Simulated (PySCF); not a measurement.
3-methoxypropanoic acid, C4H8O3.
Atom-mapped SMILES: `[CH3:1][O:2][CH2:3][CH2:4][C:5](=[O:6])[OH:7]` (hydrogens: H8, H9, H10 on C1; H11, H12 on C3; H13, H14 on C4; H15 on O7)

The same species was optimised twice, with GFN2-xTB and with PBE0-D3(BJ)/def2-SVP (PySCF), and the same property calculations (PySCF, gas phase) were run on both structures.

```json
{"coordinate": "O2–C3 (Å)", "GFN2-xTB": "1.409", "PBE0-D3(BJ)/def2-SVP": "1.395", "change": "-0.014"}
{"coordinate": "C3–C4 (Å)", "GFN2-xTB": "1.524", "PBE0-D3(BJ)/def2-SVP": "1.511", "change": "-0.013"}
{"coordinate": "C1–O2 (Å)", "GFN2-xTB": "1.404", "PBE0-D3(BJ)/def2-SVP": "1.392", "change": "-0.012"}
{"coordinate": "C4–C5 (Å)", "GFN2-xTB": "1.505", "PBE0-D3(BJ)/def2-SVP": "1.500", "change": "-0.005"}
{"coordinate": "C5=O6 (Å)", "GFN2-xTB": "1.201", "PBE0-D3(BJ)/def2-SVP": "1.204", "change": "+0.003"}
{"coordinate": "C5–O7 (Å)", "GFN2-xTB": "1.339", "PBE0-D3(BJ)/def2-SVP": "1.339", "change": "0.000"}
{"coordinate": "C3–C4–C5 (°)", "GFN2-xTB": "111.8", "PBE0-D3(BJ)/def2-SVP": "112.5", "change": "+0.7"}
{"coordinate": "C4–C5–O6 (°)", "GFN2-xTB": "126.0", "PBE0-D3(BJ)/def2-SVP": "125.4", "change": "-0.6"}
{"coordinate": "C4–C5–O7 (°)", "GFN2-xTB": "111.6", "PBE0-D3(BJ)/def2-SVP": "112.0", "change": "+0.4"}
{"coordinate": "O6–C5–O7 (°)", "GFN2-xTB": "122.4", "PBE0-D3(BJ)/def2-SVP": "122.6", "change": "+0.2"}
{"coordinate": "C1–O2–C3 (°)", "GFN2-xTB": "113.0", "PBE0-D3(BJ)/def2-SVP": "113.1", "change": "+0.1"}
{"coordinate": "O2–C3–C4 (°)", "GFN2-xTB": "108.3", "PBE0-D3(BJ)/def2-SVP": "108.2", "change": "-0.1"}
{"coordinate": "C1–O2–C3–C4 (°)", "GFN2-xTB": "180", "PBE0-D3(BJ)/def2-SVP": "180", "change": "0"}
{"coordinate": "O2–C3–C4–C5 (°)", "GFN2-xTB": "180", "PBE0-D3(BJ)/def2-SVP": "-179", "change": "+1"}
{"coordinate": "C3–C4–C5–O6 (°)", "GFN2-xTB": "0", "PBE0-D3(BJ)/def2-SVP": "-4", "change": "-4"}
```

Rotational constants: A = 8676, B = 1113, C = 1005 MHz (GFN2-xTB) against A = 8686, B = 1122, C = 1013 MHz (PBE0-D3(BJ)/def2-SVP). Atoms that the bonding makes alike are paired by their places after alignment.

On the GFN2-xTB structure: lowest singlet, TDDFT (eV) 6.01 [wB97X-D/def2-SVPD]; lowest triplet, Tamm–Dancoff (eV) 5.52 [wB97X-D/def2-SVPD]; isotropic polarisability (au) 61.7 [wB97X-D/def2-SVPD]; HOMO (eV) -9.55 [wB97X-D/def2-SVPD]; LUMO (eV) 1.89 [wB97X-D/def2-SVPD]; dipole (D) 0.47 [wB97X-D/def2-SVPD]; HOMO (eV) -7.48 [PBE0/pcSseg-1]; LUMO (eV) 0.28 [PBE0/pcSseg-1]; dipole (D) 0.36 [PBE0/pcSseg-1]; GIAO shielding of C1 (ppm) 125.3 [PBE0/pcSseg-1]; GIAO shielding of O2 (ppm) 313.8 [PBE0/pcSseg-1]; GIAO shielding of C3 (ppm) 114.3 [PBE0/pcSseg-1]; GIAO shielding of C4 (ppm) 150.9 [PBE0/pcSseg-1]; GIAO shielding of C5 (ppm) 10.5 [PBE0/pcSseg-1]; GIAO shielding of O6 (ppm) -100.9 [PBE0/pcSseg-1]; GIAO shielding of O7 (ppm) 124.8 [PBE0/pcSseg-1].

Question: What do these properties become on the PBE0-D3(BJ)/def2-SVP structure?

Answer: 
```json
{"property": "lowest singlet, TDDFT (eV)", "level": "wB97X-D/def2-SVPD", "on GFN2-xTB": "6.01", "on PBE0-D3(BJ)/def2-SVP": "6.00", "change": "-0.01"}
{"property": "lowest triplet, Tamm–Dancoff (eV)", "level": "wB97X-D/def2-SVPD", "on GFN2-xTB": "5.52", "on PBE0-D3(BJ)/def2-SVP": "5.52", "change": "0.00"}
{"property": "isotropic polarisability (au)", "level": "wB97X-D/def2-SVPD", "on GFN2-xTB": "61.7", "on PBE0-D3(BJ)/def2-SVP": "61.9", "change": "+0.2"}
{"property": "HOMO (eV)", "level": "wB97X-D/def2-SVPD", "on GFN2-xTB": "-9.55", "on PBE0-D3(BJ)/def2-SVP": "-9.57", "change": "-0.02"}
{"property": "LUMO (eV)", "level": "wB97X-D/def2-SVPD", "on GFN2-xTB": "1.89", "on PBE0-D3(BJ)/def2-SVP": "1.85", "change": "-0.04"}
{"property": "dipole (D)", "level": "wB97X-D/def2-SVPD", "on GFN2-xTB": "0.47", "on PBE0-D3(BJ)/def2-SVP": "0.50", "change": "+0.03"}
{"property": "energy, GFN2-xTB geometry as zero (kcal/mol)", "level": "wB97X-D/def2-SVPD", "on GFN2-xTB": "0.0", "on PBE0-D3(BJ)/def2-SVP": "-0.2", "change": "-0.2"}
{"property": "HOMO (eV)", "level": "PBE0/pcSseg-1", "on GFN2-xTB": "-7.48", "on PBE0-D3(BJ)/def2-SVP": "-7.51", "change": "-0.03"}
{"property": "LUMO (eV)", "level": "PBE0/pcSseg-1", "on GFN2-xTB": "0.28", "on PBE0-D3(BJ)/def2-SVP": "0.23", "change": "-0.05"}
{"property": "dipole (D)", "level": "PBE0/pcSseg-1", "on GFN2-xTB": "0.36", "on PBE0-D3(BJ)/def2-SVP": "0.39", "change": "+0.03"}
{"property": "energy, GFN2-xTB geometry as zero (kcal/mol)", "level": "PBE0/pcSseg-1", "on GFN2-xTB": "0.0", "on PBE0-D3(BJ)/def2-SVP": "-0.4", "change": "-0.4"}
{"property": "GIAO shielding of C1 (ppm)", "level": "PBE0/pcSseg-1", "on GFN2-xTB": "125.3", "on PBE0-D3(BJ)/def2-SVP": "124.9", "change": "-0.4"}
{"property": "GIAO shielding of O2 (ppm)", "level": "PBE0/pcSseg-1", "on GFN2-xTB": "313.8", "on PBE0-D3(BJ)/def2-SVP": "315.5", "change": "+1.7"}
{"property": "GIAO shielding of C3 (ppm)", "level": "PBE0/pcSseg-1", "on GFN2-xTB": "114.3", "on PBE0-D3(BJ)/def2-SVP": "115.2", "change": "+0.9"}
{"property": "GIAO shielding of C4 (ppm)", "level": "PBE0/pcSseg-1", "on GFN2-xTB": "150.9", "on PBE0-D3(BJ)/def2-SVP": "150.5", "change": "-0.4"}
{"property": "GIAO shielding of C5 (ppm)", "level": "PBE0/pcSseg-1", "on GFN2-xTB": "10.5", "on PBE0-D3(BJ)/def2-SVP": "8.9", "change": "-1.6"}
{"property": "GIAO shielding of O6 (ppm)", "level": "PBE0/pcSseg-1", "on GFN2-xTB": "-100.9", "on PBE0-D3(BJ)/def2-SVP": "-101.4", "change": "-0.5"}
{"property": "GIAO shielding of O7 (ppm)", "level": "PBE0/pcSseg-1", "on GFN2-xTB": "124.8", "on PBE0-D3(BJ)/def2-SVP": "120.9", "change": "-3.9"}
```

The heavy atoms differ by 0.027 Å rms after alignment. Among bonds between heavy atoms O2–C3 and C3–C4 change most and about equally (-0.014 to -0.013 Å). Changes are differences of the printed values. Neither structure is proved a minimum here.

Conformer computed: `[CH3:1][O:2][CH2:3][CH2:4][C:5](=[O:6])[OH:7]`: C1–O2–C3–C4 180°, O2–C3–C4–C5 -179°, C3–C4–C5–O6 -4°, H–O7–C5–C4 179°.

The pairwise dispersion term of wB97X-D wasn't added to the energies; at a given geometry it leaves orbitals and properties as they are.
